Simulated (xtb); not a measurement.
Input file for xtb: GFN1-xTB on MgO, 2S+1 = 1, a spin state set in the input, which need not be the lowest, a point of a bond scan (R = 1.897 Å).

```
$ xtb mol.xyz --gfn 1 --sp --chrg 0 --uhf 0
2

O      0.00000000     0.00000000     0.00000000
Mg     0.00000000     0.00000000     1.89736900
```

It printed:

```
[...]
           -------------------------------------------------
          |                Calculation Setup                |
           -------------------------------------------------



           -------------------------------------------------
          |                 G F N 1 - x T B                 |
           -------------------------------------------------

        Reference                      10.1021/acs.jctc.7b00118
      * Hamiltonian:
        H0-scaling (s, p, d)           1.850000    2.250000    2.000000
        zeta-weighting                 0.000000
      * Dispersion:
        s8                             2.400000
        a1                             0.630000
        a2                             5.000000
        s9                             0.000000
      * Repulsion:
        kExp                           1.500000
        rExp                           1.000000
      * Coulomb:
        alpha                          2.000000
        third order                    atomic
        anisotropic                    false
      * Halogen bond correction:
        rad-scale                      1.300000
        damping                        0.440000


          ...................................................
          :                      SETUP                      :
          :.................................................:
          :  # basis functions                   8          :
          :  # atomic orbitals                   8          :
          :  # shells                            4          :
          :  # electrons                         8          :
          :  # halogen bonds                     0          :
          :  max. iterations                   250          :
          :  Hamiltonian                  GFN1-xTB          :
          :  restarted?                      false          :
          :  GBSA solvation                  false          :
          :  PC potential                    false          :
          :  electronic temp.          300.0000000     K    :
          :  accuracy                    1.0000000          :
          :  -> integral cutoff          0.2500000E+02      :
          :  -> integral neglect         0.1000000E-07      :
          :  -> SCF convergence          0.1000000E-05 Eh   :
          :  -> wf. convergence          0.2000000E-04 e    :
          :  Broyden damping             0.4000000          :
          :  net charge                          0          :
          :  unpaired electrons                  0          :
          ...................................................

 iter      E             dE          RMSdq      gap      omega  full diag
   1     -4.4219863 -0.442199E+01  0.150E+01    1.14       0.0  T
   2     -4.5737353 -0.151749E+00  0.174E+01    8.88       1.0  T
   3     -4.8873159 -0.313581E+00  0.122E+01    4.14       1.0  T
   4     -0.4919365  0.439538E+01  0.597E+01   15.97       1.0  T
   5     -0.3192684  0.172668E+00  0.705E+01   44.40       1.0  T
   6     -0.8766477 -0.557379E+00  0.507E+01    6.73       1.0  T
   7     -0.7362254  0.140422E+00  0.533E+01    8.39       1.0  T
   8     -1.4330971 -0.696872E+00  0.455E+01    3.87       1.0  T
   9     -2.0924437 -0.659347E+00  0.398E+01    2.67       1.0  T
  10     -4.6721519 -0.257971E+01  0.127E+01    6.79       1.0  T
  11     -3.2813515  0.139080E+01  0.284E+01    1.69       1.0  T
  12     -5.2310829 -0.194973E+01  0.388E+00    2.13       1.0  T
  13     -3.8641937  0.136689E+01  0.227E+01    1.38       1.0  T
  14     -5.2416969 -0.137750E+01  0.476E+00    1.25       1.0  T
  15     -5.2979909 -0.562940E-01  0.212E+00    1.43       1.0  T
  16     -4.9728784  0.325112E+00  0.101E+01    1.04       1.0  T
  17     -5.2786981 -0.305820E+00  0.462E+00    1.88       1.0  T
  18     -4.0569457  0.122175E+01  0.206E+01    1.29       1.0  T
  19     -4.7968918 -0.739946E+00  0.126E+01    1.03       1.0  T
  20     -5.2658478 -0.468956E+00  0.414E+00    1.31       1.0  T
  21     -4.8175150  0.448333E+00  0.123E+01    1.03       1.0  T
  22     -5.0879500 -0.270435E+00  0.818E+00    1.09       1.0  T
  23     -4.9352318  0.152718E+00  0.107E+01    1.03       1.0  T
  24     -4.9141666  0.210652E-01  0.111E+01    1.03       1.0  T
  25     -5.1779696 -0.263803E+00  0.629E+00    1.16       1.0  T
  26     -5.2107732 -0.328036E-01  0.530E+00    1.20       1.0  T
  27     -5.3071741 -0.964008E-01  0.175E+00    1.52       1.0  T
  28     -5.2495543  0.576198E-01  0.406E+00    1.27       1.0  T
  29     -5.2640430 -0.144887E-01  0.413E+00    1.96       1.0  T
  30     -5.2036275  0.604155E-01  0.584E+00    1.19       1.0  T
  31     -5.2009314  0.269612E-02  0.598E+00    2.27       1.0  T
  32     -5.2006534  0.278043E-03  0.608E+00    1.19       1.0  T
  33     -5.2102284 -0.957506E-02  0.562E+00    2.23       1.0  T
  34     -5.2383945 -0.281661E-01  0.494E+00    1.25       1.0  T
  35     -5.2498630 -0.114685E-01  0.431E+00    2.03       1.0  T
  36     -5.2724102 -0.225471E-01  0.354E+00    1.33       1.0  T
  37     -5.2819857 -0.957553E-02  0.289E+00    1.86       1.0  T
  38     -5.2938977 -0.119120E-01  0.223E+00    1.41       1.0  T
  39     -5.2994048 -0.550709E-02  0.168E+00    1.73       1.0  T
  40     -5.3039873 -0.458247E-02  0.121E+00    1.48       1.0  T
  41     -5.3060781 -0.209080E-02  0.830E-01    1.64       1.0  T
  42     -5.3073254 -0.124733E-02  0.552E-01    1.53       1.0  T
  43     -5.3078467 -0.521305E-03  0.346E-01    1.60       1.0  T
  44     -5.3080833 -0.236550E-03  0.213E-01    1.55       1.0  T
  45     -5.3081707 -0.874294E-04  0.122E-01    1.58       1.0  T
  46     -5.3082023 -0.316279E-04  0.701E-02    1.57       1.0  T
  47     -5.3082126 -0.102463E-04  0.369E-02    1.58       1.9  T
  48     -5.3082158 -0.323193E-05  0.182E-02    1.57       3.9  T
  49     -5.3082167 -0.879291E-06  0.535E-03    1.57      13.2  T
  50     -5.3082168 -0.892232E-07  0.748E-04    1.57      94.6  T
  51     -5.3082168 -0.117494E-08  0.244E-04    1.57     289.4  T
  52     -5.3082168 -0.101194E-09  0.142E-05    1.57    4991.3  T
  53     -5.3082168 -0.456524E-12  0.384E-06    1.57   18401.7  T

   *** convergence criteria satisfied after 53 iterations ***

         #    Occupation            Energy/Eh            Energy/eV
      -------------------------------------------------------------
         1        2.0000           -0.6833748             -18.5956
         2        2.0000           -0.4859917             -13.2245
         3        2.0000           -0.4583233             -12.4716
         4        2.0000           -0.4583233             -12.4716 (HOMO)
         5                         -0.4005550             -10.8997 (LUMO)
         6                         -0.1759582              -4.7881
         7                         -0.1759582              -4.7881
         8                          0.0232095               0.6316
      -------------------------------------------------------------
                  HL-Gap            0.0577682 Eh            1.5720 eV
             Fermi-level           -0.4291221 Eh          -11.6770 eV

 SCC (total)                   0 d,  0 h,  0 min,  0.014 sec
 SCC setup                      ...        0 min,  0.000 sec (  0.980%)
 Dispersion                     ...        0 min,  0.000 sec (  0.200%)
 classical contributions        ...        0 min,  0.000 sec (  0.113%)
 integral evaluation            ...        0 min,  0.000 sec (  2.620%)
 iterations                     ...        0 min,  0.009 sec ( 62.149%)
 molecular gradient             ...        0 min,  0.005 sec ( 32.563%)
 printout                       ...        0 min,  0.000 sec (  1.129%)

         :::::::::::::::::::::::::::::::::::::::::::::::::::::
         ::                     SUMMARY                     ::
Note: The following floating-point exceptions are signalling: IEEE_INVALID_FLAG IEEE_UNDERFLOW_FLAG IEEE_DENORMAL
normal termination of xtb
         :::::::::::::::::::::::::::::::::::::::::::::::::::::
         :: total energy              -5.305526335212 Eh    ::
         :: gradient norm              0.082629036657 Eh/a0 ::
         :: HOMO-LUMO gap              1.571953911477 eV    ::
         ::.................................................::
         :: SCC energy                -5.308216776730 Eh    ::
         :: -> electrostatic           0.080040742547 Eh    ::
         :: repulsion energy           0.002917398877 Eh    ::
         :: dispersion energy         -0.000226957359 Eh    ::
         :: halogen bond corr.         0.000000000000 Eh    ::
         :: add. restraining           0.000000000000 Eh    ::
         :: total charge               0.000000000000 e     ::
         :::::::::::::::::::::::::::::::::::::::::::::::::::::

           -------------------------------------------------
          |                Property Printout                |
           -------------------------------------------------

    * Orbital Energies and Occupations

         #    Occupation            Energy/Eh            Energy/eV
      -------------------------------------------------------------
         1        2.0000           -0.6833748             -18.5956
         2        2.0000           -0.4859917             -13.2245
         3        2.0000           -0.4583233             -12.4716
         4        2.0000           -0.4583233             -12.4716 (HOMO)
         5                         -0.4005550             -10.8997 (LUMO)
         6                         -0.1759582              -4.7881
         7                         -0.1759582              -4.7881
         8                          0.0232095               0.6316
      -------------------------------------------------------------
                  HL-Gap            0.0577682 Eh            1.5720 eV
             Fermi-level           -0.4291221 Eh          -11.6770 eV

  Mulliken/CM5 charges         n(s)   n(p)   n(d)
     1O    -0.55455 -0.66868   1.793  4.762  0.000
     2Mg    0.55455  0.66868   0.989  0.456  0.000

Wiberg/Mayer (AO) data.
largest (>0.10) Wiberg bond orders for each atom

 ---------------------------------------------------------------------------
     #   Z sym  total        # sym  WBO       # sym  WBO       # sym  WBO
 ---------------------------------------------------------------------------
     1   8 O    1.842 --     2 Mg   1.842
     2  12 Mg   1.842 --     1 O    1.842
 ---------------------------------------------------------------------------

Topologies differ in total number of bonds
Writing topology from bond orders to xtbtopo.mol

 dipole moment from electron density (au)
     X       Y       Z
  -0.0000   0.0000   2.6649  total (Debye):    6.773


           -------------------------------------------------
          | TOTAL ENERGY               -5.305526335212 Eh   |
          | GRADIENT NORM               0.082629036657 Eh/α |
          | HOMO-LUMO GAP               1.571953911477 eV   |
           -------------------------------------------------

------------------------------------------------------------------------
------------------------------------------------------------------------
 total:
 SCF:
```

The run finished.

Cost: about 0.05 core-seconds (a rough figure).
